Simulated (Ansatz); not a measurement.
Ansatz (an electronic-structure program) input (r2SCAN/def2-TZVPD):

Ansatz 0.2 input:
```yaml
crystal:
  periodic: [false, false, false]
  atoms:
    - {symbol: Pb, position_ang: [0.01300960, 0.01244349, 0.01318078]}
    - {symbol: H, position_ang: [1.00984036, -1.03472481, -1.05222880]}
    - {symbol: H, position_ang: [-1.01715676, 1.05515155, -1.02453197]}
    - {symbol: H, position_ang: [-1.05947085, -1.04079298, 0.99593670]}
basis:
  gaussian:
    orbitals: def2-TZVPD
hamiltonian:
  xc: {name: r2SCAN}
magnetization: {spin_polarized: true, initial_magnetization: 1}
output: {forces: true}
```

End of the output:

```
integrals: 0.02 GiB planned
549 factors; their error is unknown
mean field: 0.24 GiB planned
mean field evaluation 1: about -5296.8343 eV, gradient 8.7e0 eV
mean field evaluation 2: about -5297.0174 eV, gradient 8.9e0 eV
mean field evaluation 4: about -5297.3911 eV, gradient 2.3e-1 eV
mean field evaluation 8: about -5297.3741 eV, gradient 1.4e-1 eV
mean field evaluation 16: about -5297.3742 eV, gradient 3.6e-5 eV
mean field -5297.37420351 eV, -194.6749112897 hartree, gradient 3.6e-5 eV, S^2 0.754043; 0 other end points of the search recorded, 0 dependent functions left out
the calculation of the forces begins
reference -5297.37422273 eV, -194.6749119962 hartree; 13, 12 occupied and 70, 71 virtual orbitals, 549 factors
Total energy: -5297.37422273 eV, -194.6749119962 hartree
Atom 0 at     0.013010     0.012443     0.013181 Å, force    -0.072061    -0.068926    -0.072984 eV/Å
Atom 1 at     1.009840    -1.034725    -1.052229 Å, force    -0.055024     0.063186     0.064380 eV/Å
Atom 2 at    -1.017157     1.055152    -1.024532 Å, force     0.062318    -0.057797     0.062776 eV/Å
Atom 3 at    -1.059471    -1.040793     0.995937 Å, force     0.064767     0.063536    -0.054172 eV/Å
Dipole moment:     0.074148     0.070921     0.075133 e Å
```
